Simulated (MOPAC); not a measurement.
MOPAC input (PM7):

```
PM7 1SCF CHARGE=-1 GEO-OK AUX(PRECISION=9) THREADS=1
C3H10NSi

C     1.20355400 1   -0.10199000 1   -1.48482200 1
Si    0.10400900 1    0.00328400 1   -0.11091000 1
C    -1.63911200 1    0.55203400 1   -0.66917400 1
C    -0.29544900 1   -1.51424400 1    1.02253600 1
N     0.66296700 1    1.15217800 1    1.13674900 1
H     2.24273000 1   -0.40708700 1   -1.36168300 1
H     0.81517500 1   -0.28331000 1   -2.48593200 1
H    -2.07852600 1   -0.17358900 1   -1.36155500 1
H    -2.31353900 1    0.65536000 1    0.18700900 1
H    -1.58824300 1    1.51678100 1   -1.17994800 1
H    -0.91983400 1   -1.25636300 1    1.88923200 1
H     0.63061800 1   -1.96664900 1    1.39390700 1
H    -0.82204700 1   -2.28192300 1    0.44727900 1
H     0.87793300 1    0.76668900 1    2.04712700 1
H     1.44487900 1    1.70406100 1    0.80880800 1
```

Output:

```
 *******************************************************************************
 **                                                                           **
 **                              MOPAC v23.2.5                                **
 **                                                                           **
 *******************************************************************************
 ** MOPAC's Digital Object Identifier: https://doi.org/10.5281/zenodo.6511958 **
 **                                                                           **
 ** Please cite the open-source release paper for use of this MOPAC version:  **
 ** J. E. Moussa and J. J. P. Stewart (2026)                                  **
 ** MOPAC: An open-source semiempirical molecular orbital program             **
 ** J. Open Source Softw., 11(119), 8025, https://doi.org/10.21105/joss.08025 **
 *******************************************************************************

                              PM7 CALCULATION RESULTS

 *******************************************************************************
 *  PM7        - The PM7 Hamiltonian to be used
 *  GEO-OK     - OVERRIDE INTERATOMIC DISTANCE AND OTHER SAFETY CHECKS
 *
 *
 *
 *                 CHARGE ON SYSTEM = -1
 *
 *
 *
 *  1SCF       - DO 1 SCF AND THEN STOP
 *  AUX        - OUTPUT AUXILIARY INFORMATION
 *******************************************************************************
PM7 1SCF CHARGE=-1 GEO-OK AUX(PRECISION=9) THREADS=1
 C3H10NSi

   ATOM   CHEMICAL          X               Y               Z
  NUMBER   SYMBOL      (ANGSTROMS)     (ANGSTROMS)     (ANGSTROMS)

     1       C          1.20355400  *  -0.10199000  *  -1.48482200  *
     2      Si          0.10400900  *   0.00328400  *  -0.11091000  *
     3       C         -1.63911200  *   0.55203400  *  -0.66917400  *
     4       C         -0.29544900  *  -1.51424400  *   1.02253600  *
     5       N          0.66296700  *   1.15217800  *   1.13674900  *
     6       H          2.24273000  *  -0.40708700  *  -1.36168300  *
     7       H          0.81517500  *  -0.28331000  *  -2.48593200  *
     8       H         -2.07852600  *  -0.17358900  *  -1.36155500  *
     9       H         -2.31353900  *   0.65536000  *   0.18700900  *
    10       H         -1.58824300  *   1.51678100  *  -1.17994800  *
    11       H         -0.91983400  *  -1.25636300  *   1.88923200  *
    12       H          0.63061800  *  -1.96664900  *   1.39390700  *
    13       H         -0.82204700  *  -2.28192300  *   0.44727900  *
    14       H          0.87793300  *   0.76668900  *   2.04712700  *
    15       H          1.44487900  *   1.70406100  *   0.80880800  *

          CARTESIAN COORDINATES

    NO.       ATOM           X           Y           Z

     1         C          1.2036     -0.1020     -1.4848
     2        Si          0.1040      0.0033     -0.1109
     3         C         -1.6391      0.5520     -0.6692
     4         C         -0.2954     -1.5142      1.0225
     5         N          0.6630      1.1522      1.1367
     6         H          2.2427     -0.4071     -1.3617
     7         H          0.8152     -0.2833     -2.4859
     8         H         -2.0785     -0.1736     -1.3616
     9         H         -2.3135      0.6554      0.1870
    10         H         -1.5882      1.5168     -1.1799
    11         H         -0.9198     -1.2564      1.8892
    12         H          0.6306     -1.9666      1.3939
    13         H         -0.8220     -2.2819      0.4473
    14         H          0.8779      0.7667      2.0471
    15         H          1.4449      1.7041      0.8088

 General Reference for PM7:
 "Optimization of Parameters for Semiempirical Methods VI: More Modifications to the
 NDDO Approximations and Re-optimization of Parameters", J. J. P. Stewart, J. Mol. Mod., 1:32, 19 (2013)
 https://link.springer.com/article/10.1007/s00894-012-1667-x

           Empirical Formula: C3 H10 N Si  =    15 atoms

      MOLECULAR POINT GROUP   :   C1

      RHF CALCULATION, NO. OF DOUBLY OCCUPIED LEVELS = 16

 -------------------------------------------------------------------------------
 PM7 1SCF CHARGE=-1 GEO-OK AUX(PRECISION=9) THREADS=1
 C3H10NSi

     1SCF WAS SPECIFIED, SO BFGS WAS NOT USED
     SCF FIELD WAS ACHIEVED

                              PM7 CALCULATION
                                                       MOPAC v23.2.5 Linux

          FINAL HEAT OF FORMATION =        -24.61844 KCAL/MOL =    -103.00356 KJ/MOL

          COSMO AREA              =        139.27 SQUARE ANGSTROMS
          COSMO VOLUME            =        133.10 CUBIC ANGSTROMS

          IONIZATION POTENTIAL    =          1.650893 EV
          HOMO LUMO ENERGIES (EV) =         -1.651  6.850
          NO. OF FILLED LEVELS    =         16
          MOLECULAR WEIGHT        =         88.2042         POINT GROUP:  C1

          MOLECULAR DIMENSIONS (Angstroms)

            Atom       Atom       Distance
            H     9    H     6     4.92817
            H    15    H    13     4.46058
            H    14    H     7     4.01188

          SCF CALCULATIONS        =          1

   ATOM   CHEMICAL          X               Y               Z
  NUMBER   SYMBOL      (ANGSTROMS)     (ANGSTROMS)     (ANGSTROMS)

     1       C          1.20355400  *  -0.10199000  *  -1.48482200  *
     2      Si          0.10400900  *   0.00328400  *  -0.11091000  *
     3       C         -1.63911200  *   0.55203400  *  -0.66917400  *
     4       C         -0.29544900  *  -1.51424400  *   1.02253600  *
     5       N          0.66296700  *   1.15217800  *   1.13674900  *
     6       H          2.24273000  *  -0.40708700  *  -1.36168300  *
     7       H          0.81517500  *  -0.28331000  *  -2.48593200  *
     8       H         -2.07852600  *  -0.17358900  *  -1.36155500  *
     9       H         -2.31353900  *   0.65536000  *   0.18700900  *
    10       H         -1.58824300  *   1.51678100  *  -1.17994800  *
    11       H         -0.91983400  *  -1.25636300  *   1.88923200  *
    12       H          0.63061800  *  -1.96664900  *   1.39390700  *
    13       H         -0.82204700  *  -2.28192300  *   0.44727900  *
    14       H          0.87793300  *   0.76668900  *   2.04712700  *
    15       H          1.44487900  *   1.70406100  *   0.80880800  *

                             CARTESIAN COORDINATES

   1    C        1.203554000    -0.101990000    -1.484822000
   2   Si        0.104009000     0.003284000    -0.110910000
   3    C       -1.639112000     0.552034000    -0.669174000
   4    C       -0.295449000    -1.514244000     1.022536000
   5    N        0.662967000     1.152178000     1.136749000
   6    H        2.242730000    -0.407087000    -1.361683000
   7    H        0.815175000    -0.283310000    -2.485932000
   8    H       -2.078526000    -0.173589000    -1.361555000
   9    H       -2.313539000     0.655360000     0.187009000
  10    H       -1.588243000     1.516781000    -1.179948000
  11    H       -0.919834000    -1.256363000     1.889232000
  12    H        0.630618000    -1.966649000     1.393907000
  13    H       -0.822047000    -2.281923000     0.447279000
  14    H        0.877933000     0.766689000     2.047127000
  15    H        1.444879000     1.704061000     0.808808000

           Empirical Formula: C3 H10 N Si  =    15 atoms

      MOLECULAR POINT GROUP   :   C1

                  EIGENVALUES
 -30.02553 -20.81969 -19.20744 -15.77250 -11.34113  -9.78532  -9.43025  -8.83119
  -8.79351  -8.63021  -7.47079  -6.92928  -5.91180  -5.87654  -4.30945  -1.65089
   6.85031   7.10057   8.42098  10.45469  10.57535  10.62032  10.67528  10.73727
  11.73362  11.77597  12.13244  12.89272  13.61826  13.99861  29.98747  30.11123
  30.81202  31.16627  31.51234

              NET ATOMIC CHARGES AND DIPOLE CONTRIBUTIONS

  ATOM NO.   TYPE          CHARGE      No. of ELECS.   s-Pop       p-Pop       d-Pop
    1          C          -0.838170        4.8382     1.04787     3.79030
    2         Si           0.291775        3.7082     0.76996     2.66635     0.27191
    3          C          -0.527720        4.5277     1.04141     3.48631
    4          C          -0.591403        4.5914     1.05015     3.54126
    5          N          -0.753819        5.7538     1.61183     4.14199
    6          H           0.103595        0.8964     0.89640
    7          H           0.109548        0.8905     0.89045
    8          H           0.122586        0.8774     0.87741
    9          H           0.121939        0.8781     0.87806
   10          H           0.133026        0.8670     0.86697
   11          H           0.118952        0.8810     0.88105
   12          H           0.118914        0.8811     0.88109
   13          H           0.123418        0.8766     0.87658
   14          H           0.226902        0.7731     0.77310
   15          H           0.240457        0.7595     0.75954
 DIPOLE           X         Y         Z       TOTAL
 POINT-CHG.    -2.089    -0.252     2.351     3.155
 HYBRID         0.205    -0.804     0.862     1.196
 SUM           -1.884    -1.056     3.213     3.871

          ATOMIC ORBITAL ELECTRON POPULATIONS

     Atom    s        px        py        pz      x^2-y^2     xz        z^2       yz        xy
    1  C   1.04787   1.07444   1.65759   1.05827
    2 Si   0.76996   0.92178   0.85558   0.88899   0.05086   0.05952   0.04533   0.07408   0.04212
    3  C   1.04141   1.20793   1.14200   1.13637
    4  C   1.05015   1.13201   1.23679   1.17246
    5  N   1.61183   1.47932   1.45331   1.20935
    6  H   0.89640
    7  H   0.89045
    8  H   0.87741
    9  H   0.87806
   10  H   0.86697
   11  H   0.88105
   12  H   0.88109
   13  H   0.87658
   14  H   0.77310
   15  H   0.75954

 **********************
 *                    *
 * JOB ENDED NORMALLY *
 *                    *
 **********************

 == MOPAC DONE ==
```

The dipole moment of an ion depends on the origin.

The geometry given is a B3LYP-D3(BJ)/def2-TZVP minimum.
